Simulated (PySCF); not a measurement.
An excited-state job on `C1CC1[SiH]1P[SiH2]P1`.

Method: TDDFT PBE0/def2-SVPD, vertical, gas phase, core orbitals frozen in the response (PySCF 2.14.0, density-fitted response routines). Geometry: GFN2-xTB. The input is one job of a driver script: a line of settings, then coordinates in Å.

Input:
```
{"job": {"kind": "uv", "xc": "PBE0", "basis": "def2-SVPD", "nstates": 8, "ntriplets": 3}, "charge": 0, "multiplicity": 1}
C     -2.243058     0.272029     1.208772
C     -2.568716    -0.425416    -0.066261
C     -1.188855    -0.540643     0.512361
Si     0.212213     0.393602    -0.325371
P      1.788077    -0.880393    -1.351019
Si     3.177169     0.324343    -0.035494
P      1.603584     1.497148     1.092400
H     -2.661171    -0.110006     2.128304
H     -2.143023     1.346496     1.192616
H     -3.211391    -1.292350    -0.028502
H     -2.697303     0.168962    -0.957061
H     -0.943849    -1.494002     0.966228
H     -0.277899     1.371341    -1.306182
H      1.684021    -1.941682    -0.471758
H      3.956253     1.239824    -0.864272
H      4.026991    -0.494457     0.826239
H      1.479959     0.577234     2.118551
```

**Question.** What does the run print?

**Answer.** 
```
coarse grid: 15960 points
cycle   1  E = -1380.7311333261  dE =  6.996e-01  |g| = 3.204e-01  |ddm| = 5.823e+00
cycle   2  E = -1380.7265202504  dE =  4.613e-03  |g| = 3.567e-01  |ddm| = 1.255e+00
cycle   3  E = -1380.7620800637  dE = -3.556e-02  |g| = 4.296e-02  |ddm| = 6.074e-01
cycle   4  E = -1380.7625023393  dE = -4.223e-04  |g| = 2.015e-02  |ddm| = 1.315e-01
cycle   5  E = -1380.7626357042  dE = -1.334e-04  |g| = 4.651e-03  |ddm| = 5.571e-02
cycle   6  E = -1380.7626415946  dE = -5.890e-06  |g| = 1.725e-03  |ddm| = 1.462e-02
final grid: 135048 points
cycle   7  E = -1380.9243086533  dE = -3.007e-05  |g| = 7.342e-03  |ddm| = 1.384e-01
cycle   8  E = -1380.9243003804  dE =  8.273e-06  |g| = 9.221e-03  |ddm| = 2.630e-02
cycle   9  E = -1380.9243239307  dE = -2.355e-05  |g| = 3.717e-04  |ddm| = 1.430e-02
cycle  10  E = -1380.9243239674  dE = -3.676e-08  |g| = 1.488e-04  |ddm| = 1.360e-03
cycle  11  E = -1380.9243239748  dE = -7.402e-09  |g| = 4.048e-05  |ddm| = 4.448e-04
cycle  12  E = -1380.9243239753  dE = -5.011e-10  |g| = 1.263e-05  |ddm| = 1.297e-04
converged SCF energy = -1380.9243239753

Static polarisability (au): isotropic 138.881, principal 107.258 141.720 167.666

Singlet excitations
state   eV       nm        f      main configurations
  1   4.4689    277.4   0.00268   H->L 0.97
  2   4.7046    263.5   0.00017   H->L+2 0.85, H->L+1 0.13
  3   4.7549    260.8   0.00192   H->L+1 0.86, H->L+2 0.13
  4   5.7374    216.1   0.04675   H->L+3 0.97
  5   5.9335    209.0   0.01102   H-1->L 0.92
  6   5.9691    207.7   0.00032   H-1->L+1 0.87
  7   6.1969    200.1   0.00530   H-1->L+2 0.44, H-2->L 0.23, H->L+6 0.10
  8   6.3425    195.5   0.00187   H->L+4 0.79

Triplet excitations (Tamm-Dancoff, eV): 4.1355 4.2053 4.4081
```

The SCF starts on a coarse grid where the log names one; the energy can jump when the final grid takes over, and dE then counts from the start density on the new grid. H and L stand for HOMO and LUMO; the number after each pair is its weight.

**Question.** Which computed singlet has the largest oscillator strength, and what do all of them sum to?

**Answer.** State 4 at 5.74 eV (216 nm), f = 0.047; the 8 states sum to 0.070.

**Question.** Give the mean polarisability as a volume in Å³, and the ratio of the largest to the smallest principal value.

**Answer.** 138.881 au × 0.148185 = 20.58 Å³; 167.666/107.258 = 1.56.

Main results: HOMO -6.31 eV, LUMO -0.58 eV; lowest singlet 4.47 eV; lowest triplet 4.14 eV (Tamm–Dancoff); mean polarisability 138.9 au.

On one thread of an x86-64 server, on a shared host, this took 69 s.

One conformer stands for the species.
Labels such as C1 count atoms from 1, the log's own numbers from 0.
